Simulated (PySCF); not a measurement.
# C₆ coefficients of unlike pairs at revPBE

Calculated with PySCF 2.14 from the dipole response of each species, C₆(A,B) = (3/π) ∫ α_A(iu) α_B(iu) du, in atomic units, from isotropic polarisabilities. For ions this is the dispersion term alone; charge-induced terms of lower order in 1/R come first.

```csv
species,configuration,basis,relativity,α (bohr³),C₆ (like pair)
Cr²⁺,[Ar] 3d4 (5D),aug-cc-pwCVTZ (10s9p7d4f3g),none,4.530,13.59
Tl³⁺,[Xe] 4f14 5d10 (1S),aug-cc-pwCVTZ-PP with ECP60MDF (8s7p6d4f1g),core potential,5.418,31.49
O³⁺,[He] 2s2 2p1 (2P),aug-cc-pwCVQZ (9s8p6d4f2g),none,1.354,1.269
Ne²⁺,[He] 2s2 2p4 (3P),dyall-acv3z (15s9p4d2f),spin-free X2C,0.8677,1.104
```

(1) Estimate C₆ for O³⁺ with Tl³⁺.

No spin-orbit coupling is included.

The other pairs:

| pair | C₆ |
| --- | --- |
| Ne²⁺, Cr²⁺ | 3.731 |
| Ne²⁺, O³⁺ | 1.127 |
| Ne²⁺, Tl³⁺ | 5.833 |
| O³⁺, Cr²⁺ | 4.146 |
| Tl³⁺, Cr²⁺ | 20.46 |

Answers

(1) The integral gives 6.220. The combination rule 2 C_A C_B / (C_A α_B/α_A + C_B α_A/α_B) gives 6.171 and the geometric mean 6.320.
